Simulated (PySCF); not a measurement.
CH₄BClO.
Bonds: C1–B2, B2–O3, B2–Cl4. Hydrogens: H5, H6, H7 on C1; H8 on O3.

Computed by this run: PySCF, PBE0-D3(BJ)/def2-SVP geometry optimisation, gas phase; density fitting, grid level 1; the optimiser is geomeTRIC in internal coordinates, started from a GFN2-xTB structure with every atom displaced at random (about 0.01 Å).

Step 0: E = -16335.9323 eV
```
atom  x, y, z in Å  |  force x, y, z in eV/Å
C1     -0.5143    0.3481    0.7872   -0.359   1.820  -0.280
B2      0.9215    0.9899    0.8520   -0.908  -0.550  -0.073
O3      2.0432    0.3131    0.6627    1.383   0.228  -0.029
Cl4     1.1634    2.6793    1.2097   -0.096   0.771   0.183
H5     -1.2201    1.0057    0.2183    0.412  -0.248   0.312
H6     -0.5552   -0.6094    0.3263    0.093  -1.311  -0.498
H7     -0.9426    0.2757    1.7846   -0.142  -0.064   0.509
H8      2.0244   -0.6136    0.4643   -0.383  -0.647  -0.124
```

Step 1: E = -16336.0289 eV
```
atom  x, y, z in Å  |  force x, y, z in eV/Å
C1     -0.5062    0.3639    0.7787   -0.130  -0.354  -0.106
B2      0.9310    0.9762    0.8453    0.244   0.269   0.069
O3      2.0858    0.3024    0.6587   -0.127   0.203   0.042
Cl4     1.1144    2.7150    1.2241    0.003  -0.297  -0.059
H5     -1.1898    1.0188    0.2212   -0.011   0.054  -0.040
H6     -0.5429   -0.6450    0.3208    0.024   0.199   0.120
H7     -0.9282    0.2860    1.7959    0.056   0.012  -0.003
H8      1.9561   -0.6287    0.4604   -0.059  -0.088  -0.022
```

Step 2: E = -16336.0338 eV
```
atom  x, y, z in Å  |  force x, y, z in eV/Å
C1     -0.5031    0.3604    0.7759   -0.077  -0.033  -0.037
B2      0.9321    0.9861    0.8475    0.021   0.091   0.029
O3      2.0775    0.3042    0.6597    0.043   0.029  -0.004
Cl4     1.1219    2.7135    1.2287   -0.004  -0.121  -0.022
H5     -1.1892    1.0113    0.2128    0.006  -0.004   0.005
H6     -0.5284   -0.6462    0.3275    0.014   0.029   0.024
H7     -0.9201    0.2847    1.7946    0.010   0.015   0.010
H8      1.9294   -0.6253    0.4583   -0.014  -0.005  -0.005
```

**Question.** Estimate the geometry and energy of step 3. (The exact step hangs on the optimiser's Hessian estimate; all steps are aligned on step 2, rigid shifts and turns removed.)

**Answer.** E = -16336.0343 eV, largest force 0.080 eV/Å
```
atom  x, y, z in Å  |  force x, y, z in eV/Å
C1     -0.5069    0.3602    0.7749    0.027   0.016  -0.001
B2      0.9324    0.9829    0.8475   -0.049   0.048   0.013
O3      2.0818    0.3083    0.6597    0.010  -0.075  -0.026
Cl4     1.1219    2.7029    1.2319   -0.004   0.043   0.015
H5     -1.1904    1.0103    0.2080    0.013  -0.007   0.004
H6     -0.5315   -0.6474    0.3339   -0.006  -0.036  -0.007
H7     -0.9217    0.2923    1.7949    0.000   0.010   0.005
H8      1.9347   -0.6208    0.4542    0.010   0.000  -0.003
```

The energy changes by -0.0005 eV. The first-order estimate −F·Δx gives -0.0016 eV and the mean of the old and new forces, exact on a quadratic surface, -0.0004 eV. The step makes an angle of 65° with the force vector and moves no atom by more than 0.011 Å.

What follows is the cost of the whole optimisation. The run took 17 s wall on one thread of an Arm Neoverse V1, on a shared host, and the process peaked at 0.32 GiB of memory.
